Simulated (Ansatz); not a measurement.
MnBr2, SMILES [Br][Mn][Br] (connectivity only; charge and spin as stated), neutral, multiplicity 6.

The structure is a stationary point at PBE0-D3(BJ)/def2-SVP. The multiplicity is an assumed one; other spin states were not compared.

Two levels are set side by side: PBE/def2-TZVPD (Ansatz, an electronic-structure program) and CAM-B3LYP/def2-TZVPD (Ansatz). Energy differences of separate SCF runs at the same geometry; the states with an electron removed or added have multiplicity 7 and 5. Differences are taken from unrounded values.

| quantity | CAM-B3LYP |
|---|---|
| vertical ionisation energy (eV) | 10.85 |
| vertical electron affinity (eV) | 1.71 |

Question: What does PBE give, and how far is it from CAM-B3LYP? (Estimate from the structure and the level; the computed values follow.)

Answer: 
```csv
quantity,PBE,PBE minus CAM-B3LYP
vertical ionisation energy (eV),10.19,-0.66
vertical electron affinity (eV),1.70,-0.01
```
